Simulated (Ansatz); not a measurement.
**Er(NO2)3 in a box, plane waves**

Ansatz 0.2.0, DFT PBE, spin-orbit coupling, plane waves, PAW, molecule in a box. The geometry was relaxed with Gaussian bases (B3LYP; Er lcecp-1-SVP with ECP57, O def2-SVP, N def2-SVP).

```yaml
crystal:
  lattice:
    - [13.17, 0.0, 0.0]
    - [0.0, 13.82, 0.0]
    - [0.0, 0.0, 11.08]
  atoms:
    - { symbol: Er, position: [0.44729233, 0.49992692, 0.49994856], spin: 3.0, spin_axis: [0.0, 0.0, 1.0] }
    - { symbol: O, position: [0.60492103, 0.51009407, 0.59376083] }
    - { symbol: O, position: [0.60492103, 0.48975977, 0.40613718] }
    - { symbol: "N", position: [0.65850494, 0.49992692, 0.49994856] }
    - { symbol: O, position: [0.35923842, 0.62493343, 0.59376083] }
    - { symbol: O, position: [0.37771754, 0.6351013, 0.40613718] }
    - { symbol: "N", position: [0.34168641, 0.67423951, 0.49994856] }
    - { symbol: O, position: [0.37771754, 0.36475398, 0.59376083] }
    - { symbol: O, position: [0.35923766, 0.37492113, 0.40613718] }
    - { symbol: "N", position: [0.34168565, 0.32561505, 0.49994856] }
basis:
  ecutwfc: 420
  ecutrho_ratio: 4
kpoints:
  mp_grid: { grid: [1, 1, 1] }
hamiltonian:
  xc: pbe
scf:
  occupations: { method: gaussian, width: 0.01 }
output:
  forces: true
  eigenvalues: true
  populations: true
  hubbard: { sites: [{ species: Er, l: f }] }
  write_density: true
  write_potential: true
  elf: true
  volumetric_format: npy
magnetization:
  noncollinear: true
  spin_orbit: true
```

Command:
```sh
ansatz run input.yaml --threads 4 --pin off --max-ram 8192MiB --backend cpu --events-out ev --progress --plain --runs-dir out
```
It took 5.1 min on 4 threads of Arm Neoverse V2, with other jobs on the host, peak memory 4 GiB.

**Question.** How does the SCF go?

**Answer.** 
```
SCF iter   1: F=—  HF=-16655.698967 eV  |F-HF|=—  |Δ(HF+E_count)|=         —  Δρ=5.09e-2
preconditioner: auto → none  [metal: Δε(μ)=0.005 eV  Ē_g=9.290 eV  σ=0.010 eV  W_gap=0.25  n_scr=144 (ndim 8)  ℏωp=6.0 eV  f_vac=0
SCF iter   2: F=—  HF=-16666.582172 eV  |F-HF|=—  |Δ(HF+E_count)|=    1.09e1  Δρ=7.87e-2
preconditioner: auto → Resta (q_TF=auto, 1.569 Å⁻¹)  ε∞=1.4  [insulator: Δε(μ)=0.042 eV  Ē_g=9.881 eV  σ=0.010 eV  W_gap=1.00  n_s
spin=Noncollinear: Resta preconditioning applied to the charge; magnetization (m_x, m_y, m_z) channels mix plain (no charge-respon
...
SCF iter  62: F=-16650.381182 eV  HF=-16650.381183 eV  |F-HF|=8.95e-7  |Δ(HF+E_count)|=   3.07e-7  Δρ=7.46e-6
SCF iter  63: F=-16650.381182 eV  HF=-16650.381184 eV  |F-HF|=1.78e-6  |Δ(HF+E_count)|=   7.48e-7  Δρ=8.08e-6
SCF iter  64: F=-16650.381184 eV  HF=-16650.381184 eV  |F-HF|=1.15e-7  |Δ(HF+E_count)|=  9.50e-10  Δρ=2.59e-6
SCF iter  65: F=-16650.381184 eV  HF=-16650.381184 eV  |F-HF|=1.44e-7  |Δ(HF+E_count)|=   1.04e-7  Δρ=2.61e-6
SCF iter  66: F=-16650.381184 eV  HF=-16650.381184 eV  |F-HF|=5.38e-9  |Δ(HF+E_count)|=   6.63e-8  Δρ=9.02e-7
```

**Question.** Which levels lie next to the highest filled one (eV, counted from it)?

**Answer.** Filled: -1.03, -0.96, -0.85, -0.70, -0.60, -0.51, -0.12, -0.07, -0.05, 0.00. Empty: 0.40, 0.47, 0.48, 2.74, 2.76, 2.77, 2.79, 3.23.

**Question.** How is the f shell of Er1 filled?

**Answer.** Natural occupations, full = 1; spinor: 0.07, 0.08, 0.10, 1.00, 1.00, 1.00, 1.00, 1.00, 1.00, 1.00, 1.00, 1.00, 1.00, 1.00; in all 11.22 e. Spin moment (0.00, 1.10, 2.17) μB, orbital moment (0.00, 1.01, 1.98) μB.

**Question.** What forces are left at this geometry, relaxed with Gaussian bases (eV/Å)?

**Answer.** 
```
Er  -0.10  0.00  0.00
O   -0.46  0.08  0.82
O   -0.46 -0.08 -0.82
N    0.77  0.00  0.00
O    0.15 -0.43  0.76
O    0.34 -0.27 -0.79
N   -0.37  0.58 -0.01
O    0.34  0.27  0.79
O    0.15  0.43 -0.76
N   -0.37 -0.58  0.01
```

The open shells may stand above their lowest state.

The forces come from the other functional as well as from the basis.

An lcecp potential fixes the number of 4f electrons, so in runs with it no electron can move into or out of that shell.
